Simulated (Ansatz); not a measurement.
Start from `Oc1ccsc1` and change one atom or group to get `Ic1ccsc1`.

Ansatz, PBE0-D4/def2-TZVP geometries, multiplicity 1. Each molecule was computed in one conformer, which needn't be the lowest.

Elements past krypton have def2 core potentials.

```tsv
property	`Oc1ccsc1`
LUMO energy (PBE/def2-TZVPP) / eV	-1.12
HOMO–LUMO gap (PBE/def2-TZVPP) / eV	4.12
LUMO energy (ωB97M-V/def2-TZVPP) / eV	1.77
HOMO energy (B3LYP/def2-TZVPP) / eV	-6.13
size of the dipole moment (PBE/def2-TZVPP) / D	1.00
LUMO energy (B3LYP/def2-TZVPP) / eV	-0.47
```

(1) Give the same properties after the change, and the shifts. (Best estimate.)

Answers

(1) Computed: 
| property | `Ic1ccsc1` | shift |
| --- | --- | --- |
| LUMO energy (PBE/def2-TZVPP) / eV | -1.69 | -0.57 |
| HOMO–LUMO gap (PBE/def2-TZVPP) / eV | 4.03 | -0.09 |
| LUMO energy (ωB97M-V/def2-TZVPP) / eV | 1.21 | -0.56 |
| HOMO energy (B3LYP/def2-TZVPP) / eV | -6.51 | -0.38 |
| size of the dipole moment (PBE/def2-TZVPP) / D | 1.15 | 0.15 |
| LUMO energy (B3LYP/def2-TZVPP) / eV | -1.00 | -0.53 |

With PBE0 the HOMO falls by 0.41 eV and the LUMO falls by 0.50 eV, so the gap narrows by about 0.09 eV. PBE moves the HOMO by -0.48 eV and ωB97M-V by -0.33 eV. The zero-point energy changes by -38.6 kJ/mol with -3 modes. Dipoles are sizes alone; their direction can turn.

B3LYP here is the variant with VWN-RPA as its local correlation; programs differ in this.

Spin–orbit coupling is left out; it splits and shifts lone-pair levels of the heavy atoms by tenths of an eV.
